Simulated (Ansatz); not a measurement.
`BB[CH2][InH2]` + `[SiH3][SiH2]S` → `[SiH3][SiH2][S][InH2]` + `BBC` at 298.15 K and 1 bar (ligand exchange at the In–C bond).

Computed with Ansatz on PBE0-D4/def2-TZVP structures; ΔE is electronic, products minus reactants. CCSD(T)/CBS adds triple-zeta CCSD(T) − MP2 to the extrapolated MP2 energy (def2 sets, frozen cores). def2 core potentials past Kr. For In outer-core shells are correlated without core-valence functions, which leaves a few kJ/mol of doubt a bond. One conformer a species, not always the lowest.

| species | CCSD(T)/CBS energy (Eh) | H − E (kJ/mol) | S (J/(mol·K)) |
| --- | --- | --- | --- |
| `BB[CH2][InH2]` | -281.60052 | 207.0 | 350.2 |
| `[SiH3][SiH2]S` | -979.55409 | 154.2 | 338.3 |
| `[SiH3][SiH2][S][InH2]` | -1169.98502 | 174.1 | 408.6 |
| `BBC` | -91.20122 | 193.6 | 291.4 |

H − E and S are ideal-gas, rigid-rotor, harmonic terms from PBE0-D4/def2-TZVP, for one conformer and one mirror image of each species. 1 Eh = 2625.50 kJ/mol, R = 8.31446 J/(mol·K).

Question: By hand: ΔE, ΔH, ΔS and ΔG.

Answer: ΔE = (-1169.98502) + (-91.20122) − (-281.60052) − (-979.55409) = -0.03163 Eh = -83.0 kJ/mol. Δ(H − E) = 174.1 + 193.6 − 207.0 − 154.2 = 6.5, so ΔH = -76.5 kJ/mol. ΔS = 408.6 + 291.4 − 350.2 − 338.3 = 11.5 J/(mol·K). ΔG = -76.5 − 298.15 × (11.5)/1000 = -79.9 kJ/mol.

Question: By hand: the equilibrium constant, and the temperature at which ΔG would vanish if ΔH and ΔS stayed fixed.

Answer: log₁₀ K = −ΔG/(RT ln 10) = 14.0. ΔH and −TΔS have one sign here, so there is no such temperature.

The number of gas molecules stays the same, so ΔS is small and ΔH decides. A doubt of 5 kJ/mol in ΔE shifts log₁₀ K by 0.9 here. Other conformers and mirror images would add mixing entropy, several J/(mol·K) or more a flexible species. Modes under 60 cm⁻¹, often nearly free rotors, make the harmonic entropy too high. These are equilibria of isolated gas molecules and say nothing of rates. Largest T1 diagnostic: 0.014 (customary marks: 0.02 for closed shells, 0.045 for open ones).

ΔS is within the doubt of such terms, so its sign, and with it that verdict, could turn.
